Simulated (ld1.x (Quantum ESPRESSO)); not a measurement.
## How hard is this gadolinium (Gd) TM potential?

| Item | Value |
| --- | --- |
| Element | Gd (Z = 64) |
| Generator | ld1.x (Quantum ESPRESSO) 7.5 |
| Type | norm-conserving Troullier–Martins (Kleinman–Bylander form) |
| Functional | PBE |
| Relativity | scalar-relativistic |
| Frozen core | [Kr] 4d10 4f7 |
| Valence charge | 11 |
| Reference configuration | 5s2 5p6 5d0 6s0 6p0 (charge +3) |
| Partial waves | 5s (bound): rc 1.40 bohr; 5p (bound): rc 2.15 bohr; 5d (bound, empty): rc 2.50 bohr |
| Local potential | all-electron potential smoothed inside 2.05 bohr (lloc = -1) |
| Core correction | a·sin(br)/r model core inside 0.70 bohr |

The pseudo-atom Hamiltonian at the reference potential is diagonalised in spherical Bessel functions j_l(qr) that vanish at 20 bohr, with q² up to the cutoff. All-electron valence levels (Ry): 5s -5.4889, 6s -1.6559, 5p -3.8104, 6p -1.2601, 5d -1.8144.

Task: How do the lowest levels (Ry) of each channel move with the cutoff, and are there ghosts?

Result:

```tsv
cutoff (Ry)	s #1	s #2	s #3	p #1	p #2	d #1	f #1	Σ f·Δε (mRy)
8	-4.6981	-1.4221	-0.6827	-3.7128	-1.2264	-1.7072	-0.6959	2167.7
18	-5.3557	-1.5957	-0.7421	-3.8053	-1.2627	-1.8135	-0.7127	297.3
35	-5.4578	-1.6286	-0.7536	-3.8103	-1.2632	-1.8144	-0.7140	63.1
60	-5.4836	-1.6350	-0.7557	-3.8104	-1.2632	-1.8144	-0.7140	10.6
100	-5.4879	-1.6361	-0.7560	-3.8104	-1.2632	-1.8144	-0.7140	2.0
160	-5.4889	-1.6364	-0.7561	-3.8104	-1.2632	-1.8144	-0.7140	0.1
400	-5.4889	-1.6364	-0.7561	-3.8104	-1.2632	-1.8144	-0.7140	0.0
```

Result: no extra level below or beside the all-electron valence levels (s, p, d, f tested); 10 mRy is reached at 70 Ry and 1 mRy at 120 Ry.

Its largest configuration-test error is -329 meV.
